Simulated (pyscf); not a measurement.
Single points on ωB97X-D3(BJ)/def2-SVP structures (PySCF, gas phase).

How much does it cost (ΔH, 298 K, ωB97M-D3(BJ)/def2-TZVP) to split Br–CH₂–CH=CH–CH₂–Br at its Br–C bond into H₂C=CH–CH•–CH₂–Br + Br•?

Br–C to H₂C=CH–CH•–CH₂–Br + Br•: 2.39 eV. The 7 functionals that were run give +2.27 (r²SCAN) to +2.51 eV (ωB97X-D3(BJ)). The radicals are drawn with the spin at the cut bond; how far it spreads was not checked. Other isomers of H₂C=CH–CH•–CH₂–Br were not searched in full and may lie lower. Left out: the spin-orbit lowering of Br, which is large for Br, Se, Te and I. Elements up to Kr have no core potential and no relativistic terms here.
